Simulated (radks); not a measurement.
Results of a calculation; reference values are marked as such.
All-electron atom: Cs3+ in [Kr] 4d10 5s1 5p4 6s1 (not the ground configuration).

Code: a radial shooting solver on a logarithmic mesh with Libxc functionals. Model: Dirac Kohn-Sham, PBEsol, spin-unpolarised, spherical densities, finite nucleus; open shells fill j = l - 1/2 first; Fermi nuclear charge, rms radius 4.8041 fm.

Energy parts (eV):
part                      energy
total                 -211794.34
kinetic                225515.43
electron-nucleus      -513264.76
Hartree                 81077.99
exchange-correlation    -5123.00

Orbitals (lengths in bohr, moments of r in powers of bohr; <r^-3> diverges for s and p1/2):
orbital  occ.  eigenvalue (eV)  <r^-3>      <r^4>   <1/r>
1s1/2       2        -35788.57       -  2.249e-06   59.38
2s1/2       2        -5643.143       -  0.0003773   13.91
2p1/2       2        -5312.043       -  0.0002393   13.90
2p3/2       4        -4960.019    5921  0.0002915   12.73
3s1/2       2        -1201.966       -    0.01588   4.986
3p1/2       2        -1063.556       -    0.01498   4.899
3p3/2       4        -996.0964    1162    0.01742   4.610
3d3/2       4        -752.5776   187.9    0.01381   4.469
3d5/2       6        -738.2487   172.6    0.01447   4.395
4s1/2       2        -255.8759       -     0.4330   2.037
4p1/2       2        -206.1536       -     0.5234   1.931
4p3/2       4        -192.3093   239.0     0.6071   1.837
4d3/2       4        -111.3052   30.94      1.035   1.607
4d5/2       6        -108.9928   28.18      1.086   1.584
5s1/2       1         -58.6386       -      13.13  0.8060
5p1/2       2         -45.1410       -      20.52  0.7192
5p3/2       2         -42.9885   37.24      23.56  0.6901
6s1/2       1         -21.0884       -      264.4  0.3679

The highest occupied level is 6s1/2 at -21.088 eV. The density falls to 0.001 e/bohr^3 at r = 4.44 bohr.

Run on one thread of a shared host, so times are rough (Arm Neoverse V2): 0.12 s of CPU time, 0.12 s wall, 14 iterations on 2259 mesh points.
